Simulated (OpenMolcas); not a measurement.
**Setting up CH2NOSi (SMILES O=C=N[SiH2]) in OpenMolcas**

CH2NOSi: 6 atoms, total charge 0, spin state doublet. SMILES: `O=C=N[SiH2]`. The shape is that of a PBE0-D4/def2-TZVP optimisation.

```tsv
atom	x (Å)	y (Å)	z (Å)
O	1.0897	-2.0257	1.6104
C	0.6485	-1.1778	0.9454
N	0.2163	-0.2849	0.2792
Si	-0.6833	0.5916	-0.8753
H	0.2613	1.2142	-1.8391
H	-1.4905	1.6187	-0.1668
```

Settings wanted:

```json
{
  "method": "HF",
  "reference": "UHF",
  "integral approximation": "none",
  "symmetry": "none",
  "basis set": "6-311+G**",
  "task": "gradient",
  "nucleus": "point",
  "SCF convergence threshold": "1e-10",
  "d and f functions": "spherical"
}
```

Write the OpenMolcas 26.06 input and the command.

This one ran through:

test.input:
```
* CH2NOSi Hartree-Fock

&GATEWAY
  BasLib=$CurrDir
  Coord
  6
  angstrom
  O        1.089700      -2.025700       1.610400
  C        0.648500      -1.177800       0.945400
  N        0.216300      -0.284900       0.279200
  Si      -0.683300       0.591600      -0.875300
  H        0.261300       1.214200      -1.839100
  H       -1.490500       1.618700      -0.166800
  Basis=6-311pGss
  Group=NoSym

&SEWARD

&SCF
  UHF
  Spin=2
  Thresholds=1e-10 1e-07 1e-07 1e-05
  PrOrbitals=1 2

&ALASKA
```

```bash
$ export MOLCAS_MEM=1860
$ pymolcas test.input > test.log
```

(Basis files named in the input come from the Basis Set Exchange and aren't shown.)

Calculated total energy: -457.33286 Eh, largest force 2.233 eV/Å. The shape is far from stationary at this level.
